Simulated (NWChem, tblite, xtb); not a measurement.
## CH5BrSi (SMILES [H][Si]([H])(C)Br): the dipole moment, rung by rung

CH5BrSi has 8 atoms, charge 0, and is taken as a singlet. As SMILES, `[H][Si]([H])(C)Br`. The coordinates come from a GFN2-xTB relaxation.

Each level gives the dipole moment (D). The values are calculated.

| level | kind | program | value (D) | CPU time |
| --- | --- | --- | --- | --- |
| GFN2-xTB | semi-empirical | tblite | 5.62 | under 2 s |
| GFN1-xTB | semi-empirical | tblite | 2.30 | under 2 s |
| IPEA1-xTB | semi-empirical | tblite | 2.51 | under 2 s |
| GFN0-xTB | semi-empirical | xtb | 2.54 | under 2 s |
| HF/STO-3G | Hartree–Fock | NWChem | 2.75 | 3.4 s |
| HF/3-21G | Hartree–Fock | NWChem | 2.99 | 4 s |
| PBE/3-21G | GGA | NWChem | 2.36 | 14 s |
| B3LYP/6-31G* (spherical functions) | global hybrid | NWChem | 2.45 | 27 s |
| B3LYP/6-31G* (Cartesian functions) | global hybrid | NWChem | 2.44 | 28 s |

All-electron rows without a relativistic Hamiltonian named are non-relativistic. The values span 2.30 to 5.62 D. Sets without polarisation functions give poor dipoles. Times are those of the runs behind each value, whatever else they computed, on shared processors of several kinds: orders of magnitude only.
